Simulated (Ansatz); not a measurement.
Molecule: sum formula SiHS (charge +1, singlet). It need not be the lowest isomer of its formula. 
Geometry from a B3LYP-D3(BJ)/def2-TZVP (Ansatz, a quantum-chemistry and plane-wave program) optimisation:
SMILES: [Si]=[SH+]
```xyz
3

Si     0.9711    -0.5809     0.0183
S     -0.7579     0.5467    -0.0113
H     -1.4692    -0.6142    -0.0767
```
Charge +1, spin multiplicity 1.

Quantity: vertical triplet-singlet gap (E(triplet) - E(singlet); each state is the SCF solution reached for its spin), in kJ/mol. Correlated levels leave the core frozen unless marked. Open shells are spin-unrestricted. No spin-orbit coupling. No relativistic terms. CBS marks a two-point X^-3 extrapolation of the correlation energy; Hartree-Fock from the larger set.

| level | program | vertical triplet-singlet gap (kJ/mol) | minus last row |
|---|---|---|---|
| HF/def2-SVPD | Ansatz | 196.4 | -70.5 |
| PBE/def2-TZVPD | Ansatz | 247.6 | -19.3 |
| MP2/def2-TZVPPD | Ansatz | 258.5 | -8.4 |
| SCS-MP2/aug-cc-pV(D+d)Z | Ansatz | 266.2 | -0.7 |
| SCS-MP2/aug-cc-pV(T+d)Z | Ansatz | 272.6 | 5.7 |
| CCSD/aug-cc-pV(D+d)Z | Ansatz | 261.4 | -5.5 |
| CCSD/def2-TZVPPD | Ansatz | 261.4 | -5.5 |
| CCSD(T)/aug-cc-pV(D+d)Z | Ansatz | 262.3 | -4.6 |
| CCSD(T)/aug-cc-pV(T+d)Z | Ansatz | 263.5 | -3.4 |
| CCSD(T)/CBS(aug-cc-pV(T+d)Z,aug-cc-pV(Q+d)Z) | Ansatz | 266.9 | 0.0 |
